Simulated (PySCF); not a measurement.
Which determinant of Cu₂ lies lowest?

Unrestricted PBE0; Cu def2-TZVPPD; no relativity (PySCF 2.14). Outer shells of the fragments: Cu 3d10 4s1; Cu 3d10 4s1.

Followed along the bond (rough minima from three points):

```json
{"2Ms+1": "1", "unpaired": "none", "⟨S²⟩ at the start": "0.00", "R at minimum (Å)": "2.29", "Te (eV)": "0.00"}
{"2Ms+1": "3", "unpaired": "σ ↑↑", "⟨S²⟩ at the start": "2.01", "R at minimum (Å)": "none in the scan", "Te (eV)": "≤ 1.72"}
```

Solutions found at the starting distance of 2.270 Å, counted from the lowest of them; the search is not exhaustive and high or unbound solutions are not listed, so other states can lie among these:

```json
{"2Ms+1": "1", "unpaired": "none", "term": "¹Σ⁺", "E (eV)": "0.00", "⟨S²⟩": "0.00", "⟨Lz²⟩": "0.00"}
{"2Ms+1": "3", "unpaired": "σ ↑↑", "term": "³Σ⁺", "E (eV)": "1.87", "⟨S²⟩": "2.01", "⟨Lz²⟩": "0.00"}
{"2Ms+1": "3", "unpaired": "σ ↑, π ↑", "term": "³Π", "E (eV)": "2.63", "⟨S²⟩": "2.04", "⟨Lz²⟩": "1.02"}
{"2Ms+1": "1", "unpaired": "σ ↑, π ↓", "term": "mixed", "E (eV)": "2.72", "⟨S²⟩": "1.03", "⟨Lz²⟩": "1.01"}
{"2Ms+1": "3", "unpaired": "σ ↑, δ ↑", "term": "³Δ", "E (eV)": "2.99", "⟨S²⟩": "2.02", "⟨Lz²⟩": "4.03"}
{"2Ms+1": "1", "unpaired": "σ ↑, δ ↓", "term": "mixed", "E (eV)": "3.05", "⟨S²⟩": "1.02", "⟨Lz²⟩": "4.03"}
```

A term symbol is given only where ⟨S²⟩ and ⟨Lz²⟩ are close to those of a pure state; real π, δ and φ orbitals otherwise mix terms, and g/u labels are left off.

The measured ground state is X ¹Σ+ (Huber and Herzberg, Constants of Diatomic Molecules (1979)).

Counting both spins, an empty level lies below a filled one in some of these solutions, because spin and occupation are held.
